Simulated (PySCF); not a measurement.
An unknown shows these calculated signals:

1H NMR (300 MHz, computed): δ 5.30 (m, 1H), 5.21 (m, 1H), 3.44 (s, 3H), 3.08 (m, 1H), 1.97 (s, 3H), 1.48 (m, 1H), 0.63 (m, 1H), 0.54 (m, 1H).

13C{1H} NMR (computed): δ 154.3 (C), 119.6 (CH2), 60.9 (CH), 60.3 (CH3), 27.8 (CH), 26.4 (CH3), 11.6 (CH2).

Method: σ from GIAO-PBE0/pcSseg-1, structure optimised with GFN2-xTB, in PySCF 2.14 (no relativistic terms, fast rotation and ring inversion assumed for equivalent nuclei, a single conformation, no solvent).

Shifts are taken against calculated references (same method and geometry level): 1H (31.72 ppm), 13C (186.93 ppm) against TMS.

**Question.** Which of these does the molecule contain: a three-membered ring, an amide, a CH3CH2 unit, a non-aromatic C=C double bond, a CF3 group, a methoxy group?

**Answer.** 
- A three-membered ring: yes.
- An amide: no.
- A CH3CH2 unit: no.
- A non-aromatic C=C double bond: yes.
- A CF3 group: no.
- A methoxy group: yes (δC 60.3; δH 3.44 (s)).

The data belong to SMILES C=C(C)[C@@H]1C[C@@H]1OC, C$_{7}$H$_{12}$O; they needn't prove each group on their own.

Carbon signals by region: 2 in the sp2 and nitrile region (100–160 ppm), 2 at 50–100 ppm, 3 below 50 ppm.

Shifts are as computed. Against solution values, carbons near 30 ppm lie about +3 ppm off and those near 130 ppm about +5 ppm. Of 1211 compounds with measured shifts, 218 miss one by over three times the rms of a fit or turn the order of signals round; such compounds aren't used in these exercises. Multiplicities follow the n + 1 count of equivalent neighbours, as no J values were calculated; m marks all less simple cases, F and P coupling included.
